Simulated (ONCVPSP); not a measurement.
# PBEsol ONCV dataset for calcium, scalar-relativistic all-electron reference.

Input for ONCVPSP 4.0.1:

```
# ATOM AND REFERENCE CONFIGURATION
# atsym  z   nc   nv     iexc    psfile
  Ca 20.00    3    3  -116133      upf
#
#   n    l    f
    1    0    2.00
    2    0    2.00
    2    1    6.00
    3    0    2.00
    3    1    6.00
    4    0    1.00
#
# PSEUDOPOTENTIAL AND OPTIMIZATION
# lmax
    2
#
#   l,   rc,      ep,       ncon, nbas, qcut
    0    1.85    0.00    4    8    5.70
    1    1.45    0.00    4    9   10.70
    2    1.45    0.09    4    7    7.50
#
# LOCAL POTENTIAL
# lloc, lpopt,  rc(5),   dvloc0
    4    5    1.25    0.00
#
# VANDERBILT-KLEINMAN-BYLANDER PROJECTORs
# l, nproj, debl
    0    2    0.50
    1    2    2.50
    2    3    3.30
#
# MODEL CORE CHARGE
# icmod, fcfact, rcfact
    1    0.15    0.00
#
# LOG DERIVATIVE ANALYSIS
# epsh1, epsh2, depsh
   -3.00    5.00    0.02
#
# OUTPUT GRID
# rlmax, drl
    6.00    0.01
#
# TEST CONFIGURATIONS
# ncnf
    4
# nvcnf
#   n    l    f
    3
    3    0    2.00
    3    1    6.00
    4    0    2.00
#
    3
    3    0    2.00
    3    1    6.00
    4    0    0.00
#
    3
    3    0    2.00
    3    1    6.00
    4    0    1.50
#
    4
    3    0    2.00
    3    1    6.00
    4    0    0.00
    4    1    2.00
#
```

Command:

```bash
oncvpsp.x < Ca.dat > Ca.out
```

Resulting log (shortened: citation, most of the input echo, consistency checks and plot data are left out):

```
ONCVPSP  (Optimized Norm-Conservinng Vanderbilt PSeudopotential)
scalar-relativistic version 4.0.1

#   n    l    f        energy (Ha)
    1    0    2.00    -1.4520011E+02
    2    0    2.00    -1.5463195E+01
    2    1    6.00    -1.2549366E+01
    3    0    2.00    -1.9797689E+00
    3    1    6.00    -1.2801094E+00
    4    0    1.00    -3.2864305E-01

Reference configufation results
  iterations    26
  all-electron total energy (Ha)   -6.79236581D+02

Begin loop to  construct optimized pseudo wave functions
and semi-local pseudopoentials for all angular momenta

Calculating optimized projector #   1

 for l=   0

    Fraction of norm inside rc  0.931482
    Optimizing pswf for qcut=   5.70 a_B^-1,  ecut=  16.26 Ha
    Residual kinetic energy error=  2.17D-05 Ha

    Energy error per electron        Cutoff
         Ha          eV             Ha
         0.01000     0.27211        4.19
         0.00100     0.02721       11.09
         0.00010     0.00272       14.20
         0.00001     0.00027       28.50

Calculating optimized projector #   2

 for l=   0

    Fraction of norm inside rc  0.055852
    Optimizing pswf for qcut=   5.70 a_B^-1,  ecut=  16.26 Ha
    Residual kinetic energy error=  2.11D-05 Ha

    Energy error per electron        Cutoff
         Ha          eV             Ha
         0.01000     0.27211        3.31
         0.00100     0.02721        9.71
         0.00010     0.00272       13.89
         0.00001     0.00027       21.53

   Wellstate for l =  1  n =  5
     eigenvalue =   1.2199
     asymptotic potential =   1.7199
     half-point radius =  3.6546

Calculating optimized projector #   1

 for l=   1

    Fraction of norm inside rc  0.690783
    Optimizing pswf for qcut=  10.69 a_B^-1,  ecut=  57.10 Ha
    Residual kinetic energy error=  5.40D-09 Ha

    Energy error per electron        Cutoff
         Ha          eV             Ha
         0.01000     0.27211       10.56
         0.00100     0.02721       24.33
         0.00010     0.00272       34.61
         0.00001     0.00027       41.91

Calculating optimized projector #   2

 for l=   1

    Fraction of norm inside rc  0.062495
    Optimizing pswf for qcut=  10.69 a_B^-1,  ecut=  57.10 Ha
    Residual kinetic energy error=  8.22D-09 Ha

    Energy error per electron        Cutoff
         Ha          eV             Ha
         0.01000     0.27211        9.89
         0.00100     0.02721       14.59
         0.00010     0.00272       32.97
         0.00001     0.00027       41.67

WARNING wellstate: moderately localized bound state found for n= 3 l=  2
WARNING scattering state with energy  0.05000000
WARNING will be used for the first projector

   Wellstate for l =  2  n =  4
     eigenvalue =   0.0500
     asymptotic potential =   0.5500
     half-point radius =  7.4117

   Wellstate for l =  2  n =  6
     eigenvalue =   3.3500
     asymptotic potential =   3.8500
     half-point radius =  3.5771

   Wellstate for l =  2  n =  7
     eigenvalue =   6.6500
     asymptotic potential =   7.1500
     half-point radius =  3.1855

Calculating optimized projector #   1

 for l=   2

    Fraction of norm inside rc  0.111850
    Optimizing pswf for qcut=   7.49 a_B^-1,  ecut=  28.04 Ha
    Residual kinetic energy error=  6.79D-04 Ha

    Energy error per electron        Cutoff
         Ha          eV             Ha
         0.01000     0.27211       19.98
         0.00100     0.02721       26.84
         0.00010     0.00272       69.62
         0.00001     0.00027       85.67

Calculating optimized projector #   2

 for l=   2

    Fraction of norm inside rc  0.070327
    Optimizing pswf for qcut=   7.49 a_B^-1,  ecut=  28.04 Ha
    Residual kinetic energy error=  1.10D-02 Ha

    Energy error per electron        Cutoff
         Ha          eV             Ha
         0.01000     0.27211       28.52
         0.00100     0.02721       56.56
         0.00010     0.00272      101.64
         0.00001     0.00027      114.92

Calculating optimized projector #   3

 for l=   2

    Fraction of norm inside rc  0.075849
    Optimizing pswf for qcut=   7.49 a_B^-1,  ecut=  28.04 Ha
    Residual kinetic energy error=  4.60D-02 Ha

    Energy error per electron        Cutoff
         Ha          eV             Ha
         0.01000     0.27211       33.76
         0.00100     0.02721       56.00
         0.00010     0.00272      132.11
         0.00001     0.00027      152.10

Construct Vanderbilt / Kleinmman-Bylander projectors

B matrix Hermiticity error, ll=   0
   1   2    9.0848E-05

  Orthonormal projector coefficients  6.2742E+00  1.0854E+00

B matrix Hermiticity error, ll=   1
   1   2   -1.7523E-04

  Orthonormal projector coefficients  3.8794E+00  4.9057E-01

B matrix Hermiticity error, ll=   2
   1   2   -7.0062E-05
   1   3    5.1964E-05
   2   3    1.1748E-04

  Orthonormal projector coefficients -2.5912E+01 -5.6820E+00 -2.2736E+00

Model core correction analysis
  based on d2Exc/dn_idn_j

d2excae - all-electron derivatives

   -3.918503D-02   -3.499161D-02   -1.901392D-03
   -3.513993D-02   -3.234152D-02   -1.534544D-03
   -2.276571D-03   -2.010155D-03   -1.777228D-04

d2excps - pseudofunction derivatives with no core correction

   -4.501390D-02   -3.691903D-02   -2.622638D-03
   -3.706709D-02   -3.475840D-02   -1.680990D-03
   -2.998564D-03   -2.156640D-03   -2.515657D-04

rms 2nd derivative error    2.317463E-03

Polynomial model core charge

d2excps - pseudofunction derivatives with core correction

   -3.641132D-02   -3.377728D-02   -1.735571D-03
   -3.392498D-02   -3.331305D-02   -1.353949D-03
   -2.110646D-03   -1.829516D-03   -1.613254D-04

rms 2nd derivative error    1.140591E-03

Pseudoatom total energy  -36.732329

Diagnostic tests using Vanderbilt-Kleinman-Bylander pseudopotentials
  1 or more projectors used as specified by nproj input data

   l    rcore       rmatch      e in        delta e   norm test  slope test

   0   1.8584627   1.9148897  -1.9797689   0.0000005   1.0000852   1.0000815
   0   1.8584627   1.9148897  -0.3286430   0.0000020   1.0000237   1.0000200

   1   1.4542419   1.4983958  -1.2801094  -0.0000072   1.0000729   1.0000934
   1   1.4542419   1.4983958   1.2198906   0.0000184   1.0002399   1.0002399

   2   1.4542419   1.4983958   0.0500000   0.0000003   1.0001104   1.0001104
   2   1.4542419   1.4983958   3.3500000   0.0000810   1.0002043   1.0002043
   2   1.4542419   1.4983958   6.6500000   0.0001273   1.0004178   1.0004178

 Testing for bound ghosts
   n   l    E NL Schr. Eq   E Basis Diag.   E Cutoff

   1   0       -1.979768       -1.979767     76.40
   2   0       -0.328641       -0.277125     76.40

   2   1       -1.280117       -1.279474    186.74

   3   2       -0.306496       -0.280219    163.06

 Testing for highly-localized positive-energy ghosts
       l    <radius>/rc     E Basis Diag.   E Cutoff

Test configuration 0

   n   l     f        eae           eps        diff
   1   0  2.0000 -145.20011175
   2   0  2.0000  -15.46319522
   2   1  6.0000  -12.54936645
   3   0  2.0000   -1.97976887   -1.97976841    4.56D-07
   3   1  6.0000   -1.28010945   -1.28011667   -7.23D-06
   4   0  1.0000   -0.32864305   -0.32864108    1.97D-06

    Total energies and differences
      AE_ref= -6.79236581D+02  AE_tst= -6.79236581D+02  dif=  0.00D+00
      PS_ref= -3.67323288D+01  PS_tst= -3.67323288D+01  dif=  7.11D-15
      PSP excitation error= -7.11D-15

Test configuration 1

   n   l     f        eae           eps        diff
   1   0  2.0000 -144.94121117
   2   0  2.0000  -15.20549423
   2   1  6.0000  -12.29157062
   3   0  2.0000   -1.72567256   -1.72526618    4.06D-04
   3   1  6.0000   -1.02712328   -1.02708505    3.82D-05
   4   0  2.0000   -0.13835527   -0.13834344    1.18D-05

    Total energies and differences
      AE_ref= -6.79236581D+02  AE_tst= -6.79468298D+02  dif= -2.32D-01
      PS_ref= -3.67323288D+01  PS_tst= -3.69640441D+01  dif= -2.32D-01
      PSP excitation error= -2.02D-06

Test configuration 2

   n   l     f        eae           eps        diff
   1   0  2.0000 -145.51153060
   2   0  2.0000  -15.77238978
   2   1  6.0000  -12.85872616
   3   0  2.0000   -2.28184540   -2.28271895   -8.74D-04
   3   1  6.0000   -1.57973219   -1.57992804   -1.96D-04

    Total energies and differences
      AE_ref= -6.79236581D+02  AE_tst= -6.78807292D+02  dif=  4.29D-01
      PS_ref= -3.67323288D+01  PS_tst= -3.63029922D+01  dif=  4.29D-01
      PSP excitation error= -4.82D-05

Test configuration 3

   n   l     f        eae           eps        diff
   1   0  2.0000 -145.06339093
   2   0  2.0000  -15.32721103
   2   1  6.0000  -12.41332384
   3   0  2.0000   -1.84599409   -1.84574101    2.53D-04
   3   1  6.0000   -1.14701056   -1.14698456    2.60D-05
   4   0  1.5000   -0.23083548   -0.23082275    1.27D-05

    Total energies and differences
      AE_ref= -6.79236581D+02  AE_tst= -6.79376293D+02  dif= -1.40D-01
      PS_ref= -3.67323288D+01  PS_tst= -3.68720419D+01  dif= -1.40D-01
      PSP excitation error=  9.58D-07

Test configuration 4

   n   l     f        eae           eps        diff
   1   0  2.0000 -145.04039623
   2   0  2.0000  -15.30475538
   2   1  6.0000  -12.39065904
   3   0  2.0000   -1.82289723   -1.82343464   -5.37D-04
   3   1  6.0000   -1.12274193   -1.12301861   -2.77D-04
   4   1  2.0000   -0.08717090   -0.08717478   -3.88D-06

    Total energies and differences
      AE_ref= -6.79236581D+02  AE_tst= -6.79286539D+02  dif= -5.00D-02
      PS_ref= -3.67323288D+01  PS_tst= -3.67822886D+01  dif= -5.00D-02
      PSP excitation error=  1.20D-06
```

The run took about 4.3 s on one core of a shared server CPU.
